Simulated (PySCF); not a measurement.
**Electron correlation in Rh(2+) (rhodium, charge +2)**

[Kr] 4d6 5s1, high-spin 6D determinant (an excited configuration). All numbers are calculated (PySCF 2.14, the spin-free X2C one-electron Hamiltonian (Gaussian nucleus), in x2c-TZVPPall). Frozen: [Kr]; 7 electrons correlated.

```json
{"level": "CCSD", "correlation energy (mhartree)": "-136.16"}
{"level": "(T)", "correlation energy (mhartree)": "-2.66"}
{"level": "CCSD(T)", "correlation energy (mhartree)": "-138.82"}
```

Diagnostics: T1 = 0.0042, D1 = 0.0146, largest double amplitude 0.029.

Cost of the coupled-cluster step: about 8 core-seconds, for 7 correlated electrons.

Iterations:

```
CC2 = 0
CCSD nocc = (np.int64(6), np.int64(1)), nmo = (61, 61)
frozen orbitals [[0, 1, 2, 3, 4, 5, 6, 7, 8, 9, 10, 11, 12, 13, 14, 15, 16, 17], [0, 1, 2, 3, 4, 5, 6, 7, 8, 9, 10, 11, 12, 13, 14, 15, 16, 17]]
max_cycle = 100
direct = 0
conv_tol = 1e-08
conv_tol_normt = 1e-06
diis_space = 8
diis_start_cycle = 0
Init t2, MP2 energy = -0.130694510877303
Init E_corr(UCCSD) = -0.130694510882036
cycle = 1  E_corr(UCCSD) = -0.135443895884098  dE = -0.004749385  norm(t1,t2) = 0.0162791
cycle = 2  E_corr(UCCSD) = -0.13597509358025  dE = -0.000531197696  norm(t1,t2) = 0.0049795
cycle = 3  E_corr(UCCSD) = -0.136167115210568  dE = -0.00019202163  norm(t1,t2) = 0.00202684
cycle = 4  E_corr(UCCSD) = -0.136159371177217  dE = 7.74403335e-06  norm(t1,t2) = 0.000432363
cycle = 5  E_corr(UCCSD) = -0.136163620115726  dE = -4.24893851e-06  norm(t1,t2) = 7.61649e-05
cycle = 6  E_corr(UCCSD) = -0.136163723330565  dE = -1.03214839e-07  norm(t1,t2) = 1.72594e-05
cycle = 7  E_corr(UCCSD) = -0.136163549170496  dE = 1.74160069e-07  norm(t1,t2) = 4.18042e-06
cycle = 8  E_corr(UCCSD) = -0.136163546083377  dE = 3.08711937e-09  norm(t1,t2) = 1.08965e-06
cycle = 9  E_corr(UCCSD) = -0.136163548518294  dE = -2.43491735e-09  norm(t1,t2) = 3.24517e-07
UCCSD converged
E(UCCSD) = -4780.321664437289  E_corr = -0.1361635485182941
UCCSD(T) correction = -0.00266035483484056
```
